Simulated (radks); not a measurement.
Valence configurations of Ag I (all share [Kr]). Method: scalar-relativistic Kohn-Sham, LDA (Slater exchange, Perdew-Wang correlation), spin-unpolarised, spherical densities, finite nucleus; Fermi nuclear charge, rms radius 4.5454 fm; computed with a radial shooting solver on a logarithmic mesh with Libxc functionals. Order these by energy: 4d10 5s1; 4d9.5 5s1 5p0.5; 4d9 5s1 5p1; 4d10 5p1; 4d9 5s2; 4d8 5s1 5p2; 4d8 5s1.5 5p1.5; 4d9.5 5s0.5 5p1; 4d8 5s0.5 5p2.5; 4d9.5 5s1.5.

Answer. From the lowest, in eV above it: 4d10 5s1 0.000; 4d9.5 5s1.5 1.723; 4d9.5 5s1 5p0.5 3.839; 4d9 5s2 3.969; 4d10 5p1 4.018; 4d9.5 5s0.5 5p1 6.038; 4d9 5s1 5p1 8.579; 4d8 5s1.5 5p1.5 18.060; 4d8 5s1 5p2 20.826; 4d8 5s0.5 5p2.5 23.656. NIST lists [Kr] 4d10 5s1 as the ground configuration; this level of theory agrees among the configurations tried. The energies are those of spherical spin-averaged densities, not of single terms.
